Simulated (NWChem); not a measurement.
All runs are NWChem calculations. System: H4O4Si, charge 0, spin multiplicity 1, at a geometry optimised with PBE0/def2-SVP. The structure started from a generated list of species. Level: RHF/def2-TZVP.

Input file:

```
start mol
memory heap 200 mb stack 900 mb global 1100 mb
geometry units angstroms nocenter noautoz
  O      0.904943     1.067309     0.870972
  Si     0.000000     0.000000    -0.000000
  O     -1.067311     0.904954    -0.870963
  O      1.067311    -0.904954    -0.870963
  O     -0.904943    -1.067309     0.870972
  H      0.439916     1.858940     1.156914
  H     -1.858909     0.439902    -1.156984
  H      1.858909    -0.439902    -1.156984
  H     -0.439916    -1.858940     1.156914
  symmetry group C2
end
basis spherical
  * library def2-tzvp
end
scf
  rhf
  nopen 0
  maxiter 100
  thresh 1e-7
  semidirect memsize 60000000 filesize 0
end
task scf energy
```

Part of the output:

```
             Northwest Computational Chemistry Package (NWChem) 7.3.0
             --------------------------------------------------------

                                NWChem Input Module
                                -------------------

 Scaling coordinates for geometry "geometry" by  1.889725989
 (inverse scale =  0.529177249)

 Turning off AUTOSYM since
 SYMMETRY directive was detected!

                             Geometry "geometry" -> ""
                             -------------------------

 Output coordinates in angstroms (scale by  1.889725989 to convert to a.u.)

  No.       Tag          Charge          X              Y              Z
 ---- ---------------- ---------- -------------- -------------- --------------
    1 O                    8.0000     0.90494300     1.06730900     0.87097200
    2 Si                  14.0000     0.00000000     0.00000000     0.00000000
    3 O                    8.0000    -1.06731100     0.90495400    -0.87096300
    4 O                    8.0000     1.06731100    -0.90495400    -0.87096300
    5 O                    8.0000    -0.90494300    -1.06730900     0.87097200
    6 H                    1.0000     0.43991600     1.85894000     1.15691400
    7 H                    1.0000    -1.85890900     0.43990200    -1.15698400
    8 H                    1.0000     1.85890900    -0.43990200    -1.15698400
    9 H                    1.0000    -0.43991600    -1.85894000     1.15691400

 Effective nuclear repulsion energy (a.u.)     267.5385229097

            Nuclear Dipole moment (a.u.)
            ----------------------------
        X                 Y               Z
 ---------------- ---------------- ----------------
    -0.0000000000     0.0000000000     0.0000075589

      Symmetry information
      --------------------

 Group name             C2
 Group number              4
 Group order               2
 No. of unique centers     5

      Symmetry unique atoms

     1    2    3    6    7


 Summary of "ao basis" -> "" (spherical)
 ------------------------------------------------------------------------------
       Tag                 Description            Shells   Functions and Types
 ---------------- ------------------------------  ------  ---------------------
 *                         def2-tzvp                  on all atoms

 Summary of "ao basis" -> "ao basis" (spherical)
 ------------------------------------------------------------------------------
       Tag                 Description            Shells   Functions and Types
 ---------------- ------------------------------  ------  ---------------------
 O                         def2-tzvp                11       31   5s3p2d1f
 Si                        def2-tzvp                13       37   5s5p2d1f
 H                         def2-tzvp                 4        6   3s1p

                                 NWChem SCF Module
                                 -----------------

  ao basis        = "ao basis"
  functions       =   185
  atoms           =     9
  closed shells   =    25
  open shells     =     0
  charge          =   0.00
  wavefunction    = RHF
  use symmetry    = T
  symmetry adapt  = T

 Summary of "ao basis" -> "ao basis" (spherical)
 ------------------------------------------------------------------------------
       Tag                 Description            Shells   Functions and Types
 ---------------- ------------------------------  ------  ---------------------
 O                         def2-tzvp                11       31   5s3p2d1f
 Si                        def2-tzvp                13       37   5s5p2d1f
 H                         def2-tzvp                 4        6   3s1p

      Symmetry analysis of basis
      --------------------------

        a          93
        b          92

 Forming initial guess at       0.1s

      Superposition of Atomic Density Guess
      -------------------------------------

 Sum of atomic energies:        -589.97187629

      Non-variational initial energy
      ------------------------------

 Total energy =    -591.591332
 1-e energy   =   -1346.716724
 2-e energy   =     487.586869
 HOMO         =      -0.489309
 LUMO         =       0.005575

      Symmetry analysis of molecular orbitals - initial
      -------------------------------------------------

  Numbering of irreducible representations:

     1 a           2 b

  Orbital symmetries:

     1 a           2 a           3 b           4 b           5 a
     6 a           7 b           8 b           9 a          10 a
    11 b          12 b          13 a          14 a          15 b
    16 b          17 a          18 a          19 a          20 b
    21 b          22 a          23 a          24 b          25 b
    26 a          27 b          28 b          29 a          30 b
    31 b          32 a          33 a          34 a          35 b

 Starting SCF solution at       7.5s

 ----------------------------------------------
         Quadratically convergent ROHF

 Convergence threshold     :          1.000E-07
 Maximum no. of iterations :          100
 Final Fock-matrix accuracy:          1.000E-09
 ----------------------------------------------

              iter       energy          gnorm     gmax       time
             ----- ------------------- --------- --------- --------
                 1     -590.9713378751  1.61D+00  2.01D-01     10.4
                 2     -591.0859978239  3.70D-01  8.54D-02     16.2
                 3     -591.0963145811  2.47D-02  4.39D-03     23.9
                 4     -591.0963681879  6.05D-04  1.06D-04     33.9
                 5     -591.0963682249  2.27D-07  4.02D-08     49.9
                 6     -591.0963682249  6.52D-09  1.07D-09     58.5

       Final RHF  results
       ------------------

         Total SCF energy =   -591.096368224902
      One-electron energy =  -1351.752560582775
      Two-electron energy =    493.117669448142
 Nuclear repulsion energy =    267.538522909732

        Time for solution =     51.0s

       Symmetry analysis of molecular orbitals - final
       -----------------------------------------------

  Numbering of irreducible representations:

     1 a           2 b

  Orbital symmetries:

     1 a           2 b           3 a           4 b           5 a
     6 a           7 a           8 b           9 b          10 a
    11 b          12 b          13 a          14 a          15 b
    16 b          17 a          18 a          19 a          20 b
    21 b          22 a          23 a          24 b          25 b
    26 a          27 b          28 b          29 a          30 b
    31 b          32 a          33 a          34 a          35 b

             Final eigenvalues
             -----------------

              1
    1  -68.8353
    2  -20.5625
    3  -20.5625
    4  -20.5625
    5  -20.5625
    6   -6.1719
    7   -4.2808
    8   -4.2807
    9   -4.2807
   10   -1.3788
   11   -1.3377
   12   -1.3377
   13   -1.3310
   14   -0.7796
   15   -0.7122
   16   -0.7122
   17   -0.7050
   18   -0.5919
   19   -0.5695
   20   -0.5619
   21   -0.5619
   22   -0.5421
   23   -0.5315
   24   -0.5031
   25   -0.5031
   26    0.1194
   27    0.1630
   28    0.1630
   29    0.1676
   30    0.2421
   31    0.2421
   32    0.2426
   33    0.3116
   34    0.3798
   35    0.3819

                       ROHF Final Molecular Orbital Analysis
                       -------------------------------------

 Vector   23  Occ=2.000000D+00  E=-5.314779D-01  Symmetry=a
              MO Center= -1.9D-15, -1.1D-13,  2.0D-05, r^2= 3.3D+00
   Bfn.  Coefficient  Atom+Function         Bfn.  Coefficient  Atom+Function
  ----- ------------  ---------------      ----- ------------  ---------------
     8      0.206776  1 O  pz                76      0.206760  3 O  pz
   107      0.206760  4 O  pz               138      0.206776  5 O  pz
    11      0.191804  1 O  pz                79      0.191789  3 O  pz
   110      0.191789  4 O  pz               141      0.191804  5 O  pz

 Vector   24  Occ=2.000000D+00  E=-5.030880D-01  Symmetry=b
              MO Center= -1.0D-14,  1.5D-14, -3.4D-01, r^2= 3.2D+00
   Bfn.  Coefficient  Atom+Function         Bfn.  Coefficient  Atom+Function
  ----- ------------  ---------------      ----- ------------  ---------------
    76      0.187251  3 O  pz               107     -0.187251  4 O  pz
    79      0.172158  3 O  pz               110     -0.172158  4 O  pz
    75      0.162737  3 O  py               106      0.162737  4 O  py

 Vector   25  Occ=2.000000D+00  E=-5.030838D-01  Symmetry=b
              MO Center=  9.7D-15,  4.8D-14,  3.4D-01, r^2= 3.2D+00
   Bfn.  Coefficient  Atom+Function         Bfn.  Coefficient  Atom+Function
  ----- ------------  ---------------      ----- ------------  ---------------
     8      0.187256  1 O  pz               138     -0.187256  5 O  pz
    11      0.172163  1 O  pz               141     -0.172163  5 O  pz
     6     -0.162740  1 O  px               136     -0.162740  5 O  px

 Vector   26  Occ=0.000000D+00  E= 1.193966D-01  Symmetry=a
              MO Center= -5.4D-16,  1.2D-15, -1.4D-04, r^2= 8.6D+00
   Bfn.  Coefficient  Atom+Function         Bfn.  Coefficient  Atom+Function
  ----- ------------  ---------------      ----- ------------  ---------------
   164      0.765461  6 H  s                170      0.765508  7 H  s
   176      0.765508  8 H  s                182      0.765461  9 H  s
     5     -0.619882  1 O  s                 73     -0.619937  3 O  s
   104     -0.619937  4 O  s                135     -0.619882  5 O  s
    36      0.340681  2 Si s

 Vector   27  Occ=0.000000D+00  E= 1.629632D-01  Symmetry=b
              MO Center=  6.0D-16,  3.6D-16, -1.2D+00, r^2= 8.2D+00
   Bfn.  Coefficient  Atom+Function         Bfn.  Coefficient  Atom+Function
  ----- ------------  ---------------      ----- ------------  ---------------
   170      1.170837  7 H  s                176     -1.170837  8 H  s
    73     -0.843974  3 O  s                104      0.843974  4 O  s
     5      0.505391  1 O  s                135     -0.505391  5 O  s
    49     -0.499260  2 Si px                50     -0.367313  2 Si py
    80      0.326132  3 O  px               111      0.326132  4 O  px

 Vector   28  Occ=0.000000D+00  E= 1.629654D-01  Symmetry=b
              MO Center=  7.1D-16,  9.2D-16,  1.2D+00, r^2= 8.2D+00
   Bfn.  Coefficient  Atom+Function         Bfn.  Coefficient  Atom+Function
  ----- ------------  ---------------      ----- ------------  ---------------
   164      1.170824  6 H  s                182     -1.170824  9 H  s
     5     -0.844014  1 O  s                135      0.844014  5 O  s
    73     -0.505398  3 O  s                104      0.505398  4 O  s
    50      0.499305  2 Si py                49     -0.367264  2 Si px
    13     -0.326132  1 O  py               143     -0.326132  5 O  py

 center of mass
 --------------
 x =   0.00000000 y =   0.00000000 z =   0.00000289

 moments of inertia (a.u.)
 ------------------
         442.541942470415           0.001262467388           0.000000000000
           0.001262467388         442.539414901331          -0.000000000000
           0.000000000000          -0.000000000000         499.906532743534

  Mulliken analysis of the total density
  --------------------------------------

    Atom       Charge   Shell Charges
 -----------   ------   -------------------------------------------------------
    1 O    8     8.65   0.79  1.18  0.55  0.95  0.28  1.87  2.11  0.90  0.00  0.02  0.00
    2 Si  14    12.83   2.00  0.58  1.40  0.62  0.11  4.12  1.73  0.53  0.71  0.13  0.39  0.33  0.18
    3 O    8     8.65   0.79  1.18  0.55  0.95  0.28  1.87  2.11  0.90  0.00  0.02  0.00
    4 O    8     8.65   0.79  1.18  0.55  0.95  0.28  1.87  2.11  0.90  0.00  0.02  0.00
    5 O    8     8.65   0.79  1.18  0.55  0.95  0.28  1.87  2.11  0.90  0.00  0.02  0.00
    6 H    1     0.64   0.24  0.32  0.03  0.05
    7 H    1     0.64   0.24  0.32  0.03  0.05
    8 H    1     0.64   0.24  0.32  0.03  0.05
    9 H    1     0.64   0.24  0.32  0.03  0.05

       Multipole analysis of the density wrt the origin
       ------------------------------------------------

     L   x y z        total         open         nuclear
     -   - - -        -----         ----         -------
     0   0 0 0     -0.000000      0.000000     50.000000

     1   1 0 0      0.000000      0.000000     -0.000000
     1   0 1 0      0.000000      0.000000      0.000000
     1   0 0 1     -0.000116      0.000000      0.000008

     2   2 0 0    -24.476176      0.000000    137.940684
     2   1 1 0      0.000173      0.000000     -0.000491
     2   1 0 1      0.000000      0.000000      0.000000
     2   0 2 0    -24.475874      0.000000    137.942313
     2   0 1 1     -0.000000      0.000000      0.000000
     2   0 0 2    -25.626387      0.000000    105.806437

 Task  times  cpu:       58.6s     wall:       58.6s

 Total times  cpu:       58.7s     wall:       58.7s
```
